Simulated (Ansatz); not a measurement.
Stepwise reaction of `N[Si@H](F)[Si@@H](N)F` with hydrogen chloride, as a gas-phase model of exchange steps in deposition or etching. ΔE in kJ/mol.

Isolated molecules relaxed with PBE0-D4/def2-TZVP in Ansatz; ΔE leaves out vibrations. CBS: MP2 limit from def2 TZ/QZ plus the TZ coupled-cluster correction, frozen cores. This one scheme is used for every species. DFT in def2-TZVPP. B3LYP here is the variant with VWN-RPA as its local correlation; programs differ in this. One conformer a species, not always the lowest.

```
step                                                           reaction  PBE-D4  B3LYP-D4  ωB97M-V  CCSD(T)/CBS
   2  `N[Si@H](Cl)[Si@@H](N)F` + HCl → `N[Si@@H](Cl)[Si@@H](N)Cl` + H–F    25.9      34.9     34.3         30.7
```

Give the row of step 1, `N[Si@H](F)[Si@@H](N)F` + HCl → `N[Si@H](Cl)[Si@@H](N)F` + H–F. (Best estimate.)

The calculation gave: 
```
step                                                        reaction  PBE-D4  B3LYP-D4  ωB97M-V  CCSD(T)/CBS
   1  `N[Si@H](F)[Si@@H](N)F` + HCl → `N[Si@H](Cl)[Si@@H](N)F` + H–F    28.0      37.3     36.4         33.1
```

By hand: ΔE of the 2 steps together at CCSD(T)/CBS.

(33.1) + (30.7) = 63.8 kJ/mol, or 31.9 kJ/mol a step.

In ΔE the steps differ by no more than 2.4 kJ/mol. All are uphill at CCSD(T)/CBS. PBE-D4 differs from CCSD(T)/CBS by -5.1 to -4.8 kJ/mol a step. Isolated molecules leave out the surface, adducts and barriers. Largest T1 diagnostic: 0.012.
